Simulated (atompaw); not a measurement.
**Plane-wave convergence, PAW (atompaw) potential for Tb**

atompaw 4.2.0.5 input, output lines left out:

```
Tb 65
GGA-PBE scalarrelativistic loggrid 2001 logderivrange -6 5 276
6 6 5 4 0 0
6 0 1.5
6 1 0
5 2 0
4 3 9
0 0 0
c
c
c
c
v
v
c
c
c
v
v
c
c
v
v
3
3.00 2.40 2.10 3.00
n
n
y
0.7
n
y
2.45
n
custom polynom vanderbiltortho gaussian
4 0.5 vpsmatchnc
1.70
3.00
2.80
2.20
3.00
3.00
1.35
1.35
```

The pseudo-atom Hamiltonian at the reference potential is diagonalised in spherical Bessel functions j_l(qr) that vanish at 20 bohr, with q² up to the cutoff. All-electron valence levels (Ry): 5s -3.7145, 6s -0.4512, 5p -2.0492, 6p -0.2348, 5d -0.2931, 4f -0.4450.

How do the lowest levels (Ry) of each channel move with the cutoff, and are there ghosts?

```
cutoff (Ry)     s #1     s #2     p #1     p #2     p #3     d #1     d #2     f #1    f #2  Σ f·Δε (mRy)
          8  -3.7007  -0.4511  -2.0442  -0.2267  -0.0355  -0.2907  -0.0409   0.0143  0.1120        4191.0
         12  -3.7128  -0.4512  -2.0483  -0.2341  -0.0379  -0.2927  -0.0411   0.0143  0.1119        4142.2
         21  -3.7141  -0.4512  -2.0491  -0.2347  -0.0381  -0.2931  -0.0412   0.0143  0.1117        4134.3
         30  -3.7144  -0.4512  -2.0492  -0.2348  -0.0381  -0.2931  -0.0412   0.0141  0.1107        4131.8
         45  -3.7145  -0.4512  -2.0492  -0.2348  -0.0381  -0.2931  -0.0412  -0.3349  0.0148         990.9
         55  -3.7145  -0.4512  -2.0492  -0.2348  -0.0381  -0.2931  -0.0412  -0.4204  0.0147         221.2
         70  -3.7145  -0.4512  -2.0492  -0.2348  -0.0381  -0.2931  -0.0412  -0.4392  0.0147          51.7
        100  -3.7145  -0.4512  -2.0492  -0.2348  -0.0381  -0.2931  -0.0412  -0.4435  0.0147          13.6
        120  -3.7145  -0.4512  -2.0492  -0.2348  -0.0381  -0.2931  -0.0412  -0.4446  0.0147           3.7
        180  -3.7145  -0.4512  -2.0492  -0.2348  -0.0381  -0.2931  -0.0412  -0.4449  0.0147           0.6
        230  -3.7145  -0.4512  -2.0492  -0.2348  -0.0381  -0.2931  -0.0412  -0.4449  0.0147           0.2
        400  -3.7145  -0.4512  -2.0492  -0.2348  -0.0381  -0.2931  -0.0412  -0.4450  0.0147           0.0
```

Result: ghost state, extra bound levels that the all-electron valence spectrum of the same l lacks: s at -0.71 eV (a true bound ghost makes a file unfit for plane-wave use); 10 mRy is reached at 110 Ry and 1 mRy at 180 Ry.
